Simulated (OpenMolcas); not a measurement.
**Sb III: the spin-orbit constant, worked from levels**

```yaml
Program: OpenMolcas 26.06
Basis: ANO-R2 [7s6p4d2f1g]
Scalar_Hamiltonian: X2C, finite nucleus
Active_space: 3 electrons in 9 orbitals (RAS2 5s 5p; RAS3 5d, at most 2 electrons)
State_averaging: 2S+1 = 4 odd, 1 root; 2S+1 = 2 odd, 11 roots; 2S+1 = 4 even, 3 roots; 2S+1 = 2 even, 9 roots
Spin-orbit_coupling: RASSI with atomic mean-field integrals over the reference wave functions, term energies averaged over their components
```

Methods: RASSCF; MS-RASPT2, IPEA 0.25 Eh, imaginary shift 0.1 Eh (closed shells correlated: 4d). Measured levels: Moore, Atomic Energy Levels, vol. III, NSRDS-NBS 35 (1971 reprint of NBS Circular 467, 1958).

**The spin-orbit constant.** For the Hund term 2P* of p1, E(J) = (A/2) J(J+1) + constant and ζ = 2S·A = A. From J = 1/2 to J = 3/2 the energy changes by 1.5 A.

| Source | E(3/2) - E(1/2) | A | ζ |
| --- | --- | --- | --- |
| RASSCF | 5625.3 | 3750.2 | 3750 |
| MS-RASPT2 | 5674.1 | 3782.7 | 3783 |
| measured | 6576.0 | 4384.0 | 4384 |

All in cm-1. MS-RASPT2 is off by -13.7 % and RASSCF by -14.5 %. Both methods take the spin-orbit matrix elements from the reference wave functions, so the second can move ζ only through the term energies and any multistate remixing.

Active for correlation alone: 5d; no level in the range computed is led by a configuration that fills it, so any true level of that kind is missing. Measured partners are found by configuration, term and J. A level has none where our copy of the source lacks it or the pairing is in doubt (some pairs that miss far off the trend of their configuration count as doubtful), and it then counts in no deviation. Levels of configurations outside the active space are missing.

* marks odd parity.
